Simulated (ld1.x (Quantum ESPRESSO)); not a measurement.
## argon: from the effect back to the setting (TM)

Base potential:

Ar (Z = 18), norm-conserving Troullier–Martins (Kleinman–Bylander form), made with ld1.x (Quantum ESPRESSO) 7.5 (PW91, scalar-relativistic). Core [Ne], reference 3s2 3p6. Waves: 3p (bound): rc 1.00 bohr; 3s (bound): rc 1.30 bohr. Local part: the s channel. Core correction: Bessel-smoothed model core inside 0.45 bohr.

Cutoffs, loose and tight: the cutoffs (Ry, on a coarse ladder) from which the occupation-weighted sum of valence levels, in a spherical-Bessel basis at the reference potential, stays within 10 and 1 mRy of its value at 400 Ry. They do not see the model core or the augmentation charge, which bear on the density cutoff. Test errors are all-electron minus pseudo excitation energies from the reference, over the configurations 3s2 3p5; 3s2 3p4; 3s2 3p3; 3s2 3p2; 3s1 3p6; 3s2 3p5.5; variants that change the core or the reference have their own tests.

Only the scale of all radii but the core radius (base = 1) is moved (1 further runs of the sweep failed or gave no value and are left out):

```csv
scale of all radii but the core radius (base = 1),"cutoff, loose","cutoff, tight",bound ghosts,largest test error (meV)
0.86,180 Ry,over 300 Ry,none,+175
0.97,120 Ry,230 Ry,none,+191
1.1,80 Ry,160 Ry,none,+254
1.15,55 Ry,100 Ry,none,+300
1.36,40 Ry,55 Ry,none,+506
```

**Question.** One more run gave cutoff, loose: 45 Ry; cutoff, tight: 70 Ry; bound ghosts: none; largest test error (meV): +390. Which value of the scale of all radii but the core radius (base = 1) was used?

**Answer.** 1.24. The loose cutoff moves one way along this sweep, from 180 Ry at 0.86 to 40 Ry at 1.36, which places the run between 1.15 and 1.36.
